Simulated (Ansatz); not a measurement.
`[NH2][Sn][O][SiH3]` + `[OH][GeH2][SH]` → `[SiH3][O][GeH2][SH]` + `[NH2][Sn][OH]`  (ligand exchange at the Si–O bond)

Isolated molecules relaxed with PBE0-D4/def2-TZVP in Ansatz; ΔE leaves out vibrations. CCSD(T)/CBS adds triple-zeta CCSD(T) − MP2 to the extrapolated MP2 energy (def2 sets, frozen cores). DFT in def2-TZVPP. B3LYP here is the variant with VWN-RPA as its local correlation; programs differ in this. Elements past krypton have def2 core potentials. For Ge, Sn outer-core shells are correlated without core-valence functions, which leaves a few kJ/mol of doubt a bond. Scalar relativity is left out up to krypton. Each species was taken in one conformer, which may not be the lowest.

Problem. Is it downhill or uphill in electronic energy at CCSD(T)/CBS, and by how much? (Estimate.)

Solution. Ansatz gave: Uphill: ΔE = +2.4 kcal/mol.

Problem. What do these levels give: r2SCAN-D4, PBE0-D4, B2PLYP, PBE, r2SCAN, B3LYP, HF/def2-TZVPP, MP2/def2-TZVPP, SCS-MP2/def2-QZVPP, HF/CBS(def2), MP2/CBS(def2), CCSD/CBS(def2)? (Best estimate.)

Solution. The calculation gave: r2SCAN-D4 2.4, PBE0-D4 2.5, B2PLYP 2.5, PBE 2.5, r2SCAN 2.4, B3LYP 2.6, HF/def2-TZVPP 2.6, MP2/def2-TZVPP 2.3, SCS-MP2/def2-QZVPP 2.3, HF/CBS(def2) 2.6, MP2/CBS(def2) 2.3, CCSD/CBS(def2) 2.3 kcal/mol.

Largest T1 diagnostic among the species: 0.017.
